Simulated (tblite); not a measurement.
Species: C6H11O2S (charge -1).
Geometry (GFN2-xTB, Å), atoms numbered from 1 in this order:
```
atom  x, y, z in Å
C1     2.6234   -0.1114    0.1418
C2     1.4568   -0.0709   -0.8507
O3     0.4368    0.7913   -0.4096
C4    -0.8088    0.1952   -0.0275
C5    -0.6498   -0.6846    1.2167
C6    -1.7293    1.3766    0.2854
C7    -1.4491   -0.6124   -1.1959
O8    -0.9318   -0.6010   -2.3070
S9    -2.8690   -1.4264   -0.7775
H10    3.4303   -0.7238   -0.2575
H11    2.9941    0.8970    0.3135
H12    2.3016   -0.5267    1.0941
H13    1.0780   -1.0814   -1.0248
H14    1.8155    0.3174   -1.8131
H15   -0.2505   -0.0973    2.0446
H16   -1.6236   -1.0850    1.4863
H17    0.0176   -1.5214    1.0159
H18   -1.7771    2.0325   -0.5809
H19   -1.3446    1.9394    1.1352
H20   -2.7257    1.0037    0.5079
```

All values are computed: GFN2-xTB (tblite) harmonic vibrations without scaling, gas phase. Against measured fundamentals such values can be off by several per cent, at times by over 20. One conformer, not necessarily the lowest.

Harmonic wavenumbers (cm⁻¹): 39.0, 64.8, 115.5, 174.0, 180.1, 204.3, 228.2, 232.2, 256.4, 301.8, 338.1, 371.2, 451.5, 472.2, 528.0, 631.9, 667.8, 800.6, 861.6, 932.3, 950.8, 954.3, 972.8, 1000.9, 1063.5, 1117.1, 1140.3, 1179.7, 1188.4, 1213.6, 1276.2, 1339.6, 1371.6, 1387.2, 1388.8, 1472.4, 1478.3, 1487.0, 1493.2, 1493.8, 1503.9, 1511.1, 1640.0, 2894.2, 2954.7, 2977.7, 2990.8, 3011.3, 3012.6, 3027.4, 3031.2, 3034.0, 3034.7, 3038.9.

A = 2277, B = 918.0, C = 832.4 MHz; mass 147.048 u (most abundant isotopes); point group C1, symmetry number 1.

Question: Zero-point energy?

Answer: Half the sum of the wavenumbers: 35242 cm⁻¹ = 100.76 kcal/mol.

Question: Give the ideal-gas entropy at 500 K and 1 bar in the rigid-rotor, harmonic-oscillator model (classical rotation).

Answer: Translation 43.46, rotation 31.14, vibration 54.77: S = 129.4 cal/(mol K).

Question: And Cp and H(500 K) − H(0)?

Answer: Cp = 59.63 cal/(mol K), of which vibrations give 51.68 (their classical limit is 54 R = 107.3); H(500 K) − H(0) = 17.83 kcal/mol without the zero-point energy, 13.86 from vibrations.

Question: How do the functions run with temperature in this model?

Answer: 
```csv
T (K),S (cal/(mol K)),Cp (cal/(mol K)),H − H(0) (kcal/mol),G − H(0) (kcal/mol),ln q(vib)
100,71.2,20.6,1.36,-5.76,1.90
200,89.1,31.7,4.00,-13.82,4.89
300,103.8,41.4,7.66,-23.48,7.89
800,161.8,78.2,38.74,-90.70,21.63
1000,180.2,86.3,55.23,-124.93,26.55
```

q(vib) and H(0) count from the zero-point level.

Question: Blend soft modes into free rotors: weight 1/[1 + (100 cm⁻¹/ν̃)⁴] for the oscillator and the rest for a rotor with moment μB/(μ + B), μ = h/(8π²ν), B = 10⁻⁴⁴ kg m². What vibrational entropy results?

Answer: 51.00 cal/(mol K) in place of 54.77, which changes −T·S at 500 K by +1.89 kcal/mol.

Question: What must be added to the electronic energy to get the Gibbs energy at 500 K and 1 bar?

Answer: ZPE + [H(500 K) − H(0)] − T·S = 100.76 + 17.83 − 64.69 = 53.90 kcal/mol.

Hindered rotation and anharmonicity are outside this model. Other conformers, if any are populated, would add a mixing term that is left out. The structure is chiral; the term R ln 2 for an equal mix with its mirror image is left out.
